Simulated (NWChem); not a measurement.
System: Si2NH7O; SMILES N[SiH2][SiH2]O

```xyz
11

N     -0.4404     2.4277     0.0153
Si     0.5907     1.0144    -0.0210
Si    -0.5592    -1.0503    -0.0054
O      0.4379    -2.4024    -0.0393
H     -0.9834     2.6406    -0.8143
H     -0.9996     2.5959     0.8445
H      1.4901     1.0883     1.1686
H      1.4300     1.1183    -1.2480
H     -1.4090    -1.1763    -1.2205
H     -1.4819    -1.0751     1.1764
H      1.0917    -2.4631     0.6709
```
Atoms are numbered in this order, from 1.

Computed with NWChem. Coordinates come from a B3LYP/6-31G* (spherical d) optimisation. Level BLYP/def2-SVP: single points from the atomic guess with DIIS by default; each run changes one setting, and all converged runs end within 0.3 mHa of each other.

Problem. Which setting needs the most SCF iterations, or fails (occupation smearing of 0.005 Ha; core-Hamiltonian guess; no level shifting; defaults; DIIS on 3 Fock matrices)?

Solution. core-Hamiltonian guess, with 24 against 9 for the defaults.
```tsv
setting	SCF iterations
defaults	9
DIIS on 3 Fock matrices	10
core-Hamiltonian guess	24
occupation smearing of 0.005 Ha	9
no level shifting	9
```
